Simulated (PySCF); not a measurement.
Molecule: `CC(C)S(=O)(=O)Cl`, C$_{3}$H$_{7}$ClO$_{2}$S.

Structure with atom numbers: `[CH3:1][CH:2]([CH3:3])[S:4](=[O:5])(=[O:6])[Cl:7]`. Hydrogens are named by the atom that carries them.

Geometry PBE0-D3(BJ)/def2-SVP throughout; GIAO in PySCF 2.14.0 with density-fitted response routines, gas phase, one conformer, non-relativistic; equivalent atoms averaged; functional PBE0.

(1) How do the absolute shieldings σ depend on the basis set? (ppm; last column core-seconds on 1 thread of an Arm Neoverse V1, shared host)

(2) Which nucleus moves most, in ppm?

(3) Taking the largest basis, 6-311+G(2d,p) (247 functions), as the yardstick, rank the others by their worst heavy-atom deviation.

## Answers

(1) 
| basis set | functions | C2 | C1/C3 | S4 | O5/O6 | Cl7 | H(C2) | H(C1)/H(C3) | core-s |
| --- | --- | --- | --- | --- | --- | --- | --- | --- | --- |
| STO-3G | 50 | 183.8 | 214.6 | 613.2 | 52.5 | 795.6 | 30.24 | 31.04 | 4.8 |
| 6-31G | 85 | 124.7 | 182.3 | 155.5 | -16.3 | 344.1 | 29.49 | 30.84 | 9.5 |
| 6-31G* | 120 | 127.2 | 177.8 | 165.4 | 45.6 | 433.3 | 28.95 | 30.59 | 13 |
| 6-311+G(2d,p) | 247 | 113.5 | 169.0 | 96.1 | 18.7 | 387.1 | 28.08 | 29.99 | 35 |

(2) S4 (sulfonyl sulfur): from 96.1 ppm with 6-311+G(2d,p) to 613.2 ppm with STO-3G. The smallest spread is 1.05 ppm, at H(C1)/H(C3). Proton shifts span only some 12 ppm, so a few tenths of a ppm matter as much there as several ppm in carbon.

(3) 6-31G 59.4 ppm (85 functions), 6-31G* 69.4 ppm (120 functions), STO-3G 517.1 ppm (50 functions).

A small basis that lands close on one nucleus may do so by chance; judge by the trend and by all nuclei.
